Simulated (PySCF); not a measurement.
## Interval between two levels of Zr⁺ by level of theory

Zr⁺ [Kr] 4d2 5s1 [4F9/2, M_J = 9/2] → Zr⁺ [Kr] 4d1 5s1 6s1 [4D7/2, M_J = 7/2], as a difference of total energies. Computed with PySCF 2.14 in x2c-SVPall-2c with one added diffuse shell each of s, p, d type (7s9p7d1f, 76 functions), with the two-component X2C-1e Hamiltonian. Correlated levels: [Ar] 3d10 frozen; the 6 highest virtual spinors dropped. "Screened" scales the spin-orbit matrix elements by Boettger's factors to mimic the two-electron term; Breit and QED terms are absent.

```tsv
method	interval between two levels (cm⁻¹)
GHF (spin-free)	72398
GMP2 (spin-free)	73902
GHF (screened spin-orbit)	72315
GMP2 (screened spin-orbit)	73802
```

The labels give the starting determinants; with spin-orbit coupling the two ends relaxed to ⟨J²⟩ = 24.76, ⟨L²⟩ = 12.02, ⟨S²⟩ = 3.76 and ⟨J²⟩ = 15.77, ⟨L²⟩ = 6.02, ⟨S²⟩ = 3.76.

The promoted electron is Rydberg-like, and one or two diffuse shells describe it only roughly, which tends to raise the upper state.
